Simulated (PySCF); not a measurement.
AlClFI, SMILES [F][Al]([Cl])[I]. Atoms are numbered in the order given.

```xyz
4

Al     0.4459     1.0472     0.0000
Cl    -0.9939     2.5533     0.0000
F      2.0414     1.4913     0.0000
I     -0.1373    -1.3291     0.0000
```

The structure is a stationary point at B3LYP-D3(BJ)/def2-SVP. The def2 effective core potentials stand for the cores of I; spin–orbit coupling is left out.

Computed with r2SCAN/def2-TZVPD in PySCF.

Symmetry labels are those of the subgroup Cs that the program uses (full group Cs).

### Question
List the valence orbital energies around the gap with their symmetry. (An estimate is asked for; the answer gives what the named calculation found.)

### Answer

| orbital | symmetry | energy (eV) |
|---|---|---|
| HOMO−7 | A' | -10.80 |
| HOMO−6 | A" | -10.60 |
| HOMO−5 | A' | -10.54 |
| HOMO−4 | A' | -9.24 |
| HOMO−3 | A" | -8.99 |
| HOMO−2 | A' | -8.74 |
| HOMO−1 | A" | -7.68 |
| HOMO | A' | -7.47 |
| LUMO | A' | -2.13 |
| LUMO+1 | A" | -1.69 |
| LUMO+2 | A' | 0.36 |
| LUMO+3 | A' | 0.49 |
